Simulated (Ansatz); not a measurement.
Gas-phase electronic energies from Ansatz, PBE0-D4/def2-TZVP geometries. CBS: MP2 limit from def2 TZ/QZ plus the TZ coupled-cluster correction, frozen cores. This one scheme is used for every species. Functionals use def2-TZVPP. B3LYP here is the variant with VWN-RPA as its local correlation; programs differ in this. One conformer a species, not always the lowest.

`N[SiH](O)O` + `BC(=C)[SiH2]C` → `C[SiH2][SiH](N)O` + `BC(=C)O`  (redistribution)

`N[SiH](O)O`:

Cartesian coordinates in Å:
```
N -0.417 -1.175 -0.168
Si -0.230 0.496 0.165
O 0.216 1.221 -1.237
O 0.829 0.624 1.410
H -0.566 -1.820 0.591
H -0.928 -1.465 -0.987
H -1.412 1.258 0.610
H 0.894 0.785 -1.756
H 1.615 0.077 1.372
```

`BC(=C)[SiH2]C`:

```xyz
14

B     0.880    1.751    0.188
C    -0.298    0.865   -0.263
C    -1.046    1.306   -1.290
Si   -0.672   -0.771    0.566
C     0.781   -1.940    0.424
H     1.610    1.430    1.084
H     1.078    2.793   -0.372
H    -1.897    0.752   -1.685
H    -0.828    2.254   -1.779
H    -1.884   -1.367   -0.067
H    -0.973   -0.530    2.006
H     0.576   -2.882    0.939
H     0.999   -2.163   -0.623
H     1.674   -1.497    0.871
```

`C[SiH2][SiH](N)O`:

Cartesian coordinates in Å:
```
C -0.319 -0.658 -2.296
Si 0.812 -0.475 -0.810
Si -0.191 0.714 0.936
N 0.670 0.469 2.393
O -1.757 0.166 0.914
H -1.254 -1.136 -1.997
H 0.148 -1.262 -3.077
H -0.561 0.320 -2.719
H 2.080 0.210 -1.199
H 1.194 -1.822 -0.289
H -0.187 2.197 0.769
H 0.759 1.178 3.101
H 0.967 -0.436 2.715
H -2.362 0.536 1.560
```

`BC(=C)O`:

```xyz
9

B     0.381    0.138    1.206
C     0.097   -0.084   -0.285
C    -1.130    0.155   -0.779
O     1.068   -0.524   -1.137
H    -0.492    0.522    1.922
H     1.475   -0.073    1.651
H    -1.369    0.010   -1.828
H    -1.908    0.503   -0.115
H     1.878   -0.646   -0.636
```

Q: Is it downhill or uphill in electronic energy at CCSD(T)/CBS, and by how much? (Estimate.)

A: Computed: Uphill: ΔE = +187.7 kJ/mol.

Q: What do these levels give: PBE-D4, PBE0-D4, ωB97X-V, r2SCAN, PBE0, B3LYP, HF/def2-TZVPP, CCSD(T)/def2-TZVPP, MP2/def2-QZVPP, SCS-MP2/def2-QZVPP, HF/CBS(def2), CCSD/CBS(def2)? (Best estimate.)

A: Ansatz gave: PBE-D4 145.6, PBE0-D4 160.7, ωB97X-V 173.3, r2SCAN 169.7, PBE0 159.6, B3LYP 169.3, HF/def2-TZVPP 202.3, CCSD(T)/def2-TZVPP 186.1, MP2/def2-QZVPP 201.6, SCS-MP2/def2-QZVPP 198.9, HF/CBS(def2) 203.9, CCSD/CBS(def2) 191.3 kJ/mol.

Largest T1 diagnostic among the species: 0.013.

From PBE to PBE0 (25 % exact exchange), in def2-TZVPP and without D4, ΔE moves by +15.4 kJ/mol.
